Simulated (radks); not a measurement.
Values are calculated unless marked as measured or tabulated.
Q: Zn+, configuration [Ar] 3d10 4s1. Level of theory: non-relativistic Kohn-Sham, exchange-only PBE, spin-polarised, spherical densities, point nucleus; open shells are filled with parallel spins first (a radial shooting solver on a logarithmic mesh with Libxc functionals). Some entries of the table are withheld. Estimate them.

orbital,occ.,eigenvalue (eV),<r^2> (bohr^2),r(max) (bohr)
1s up,1,-9414.829,0.003500,0.03371
1s down,1,-9414.788,0.003500,0.03371
2s down,1,-1140.631,0.06222,0.1925
2s up,1,-1140.609,0.06222,0.1925
2p down,3,-1006.418,0.04884,0.1535
2p up,3,-1006.411,0.04883,0.1534
3s up,1,-133.3418,(1),0.5968
3s down,1,-133.3334,(2),0.5968
3p up,3,-90.7587,0.6113,0.5959
3p down,3,-90.7263,0.6089,0.5958
3d up,5,-19.0794,(3),0.5650
3d down,5,-18.8557,(4),0.5641
4s up,1,-13.7275,6.994,2.040
4s down,0,-12.3549,7.040,2.029

A: 
(1) 3s up <r^2> (bohr^2): 0.5540
(2) 3s down <r^2> (bohr^2): 0.5530
(3) 3d up <r^2> (bohr^2): 1.102
(4) 3d down <r^2> (bohr^2): 1.054
